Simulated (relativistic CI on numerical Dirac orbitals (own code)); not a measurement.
Tl²¹⁺: sensitivity of the levels to the model

Base calculation: Dirac-Coulomb-Breit CI, KLI orbitals optimised for each configuration, model QED (radiative potential, 1s self-energy scaled to tabulated hydrogen-like ionisation energies), unscaled Slater integrals.

Configuration list (outside the closed core [Kr]): 4d10 4f13 5s, 4d10 4f14, 4d10 4f12 5s2, 4d10 4f13 5p, 4d10 4f13 5d, 4d10 4f11 5s 5p2, 4d10 4f12 5s 5p, 4d10 4f11 5s2 5p, 4d10 4f12 5p2, 4d10 4f13 5f, 4d9 4f14 5s, 4d10 4f13 5g, 4d10 4f12 5s 5d, 4d10 4f11 5s2 6s, 4d10 4f11 5s2 5f, 4d10 4f13 6s. Levels of other configurations are missing.

Variants: (1) Breit term removed; (2) configuration mixing switched off. Shifts of the energy above 4d10 4f14 1S_0, in cm⁻¹, for the lowest level and the first level of each name with at least 55 % of one term (blank where a level changes its place among those of its configuration and J or its character, or is not in the variant):

```csv
Level,Base,Δ(1),Δ(2)
4d10 4f14 1S_0,0,0,0
4d10 4f13 5s 3F°_4,269941,-4411,+119
4d10 4f13 5s 3F°_3,275527,-4432,+83
4d10 4f13 5s 3F°_2,307477,-2953,+114
4d10 4f13 5s 1F°_3,312889,-2901,+45
4d10 4f12 5s2 3H_6,585412,-8938,+8577
4d10 4f12 5s2 3F_4,596937,-9621,+8636
4d10 4f12 5s2 3H_5,620360,-7689,+8608
4d10 4f12 5s2 3F_3,634841,-8237,+8885
4d10 4f13 5p 3D_3,647203,-6896,+1267
4d10 4f12 5s2 3P_0,675798,-9974,+10026
4d10 4f12 5s2 1I_6,676687,-7161,+9396
4d10 4f12 5s2 3P_1,686454,-8927,+10107
4d10 4f13 5p 3G_3,686706,-5215,-326
4d10 4f12 5s2 1S_0,781716,-8197,+9875
4d10 4f13 5p 3G_5,888296,-3988,-299
4d10 4f13 5p 3F_4,908117,-4097,-96
4d10 4f13 5p 3D_1,915001,-2666,+2129
4d10 4f12 5s 5p 5D°_0,1005802,-12112,-751
```

At this charge transitions that keep the count of f electrons are usually good to a few per cent. Terms inside the open d or f shell come out 10 to 20 % too wide with unscaled integrals. Levels that differ in their count of f electrons can be misplaced by several ten thousand cm⁻¹, since the correlation energy of f electrons is missing or only estimated; rates across such gaps can be off by orders of magnitude. The computed lowest level isn't the tabulated ground level, which NIST ASD gives as 4f13 5s °; for such ions that label comes from theory and may be the wrong one.

Ionisation energy from one configuration of each of the two ions, the ground ones as tabulated or assumed: base 587.635 eV; Breit term removed 588.134 eV. The NIST ASD value (theoretical) is 600 ± 30 eV.

LS names give the leading component of a level, which can be under half, so a name can repeat, a term be missing and a line seem to break the LS rules.
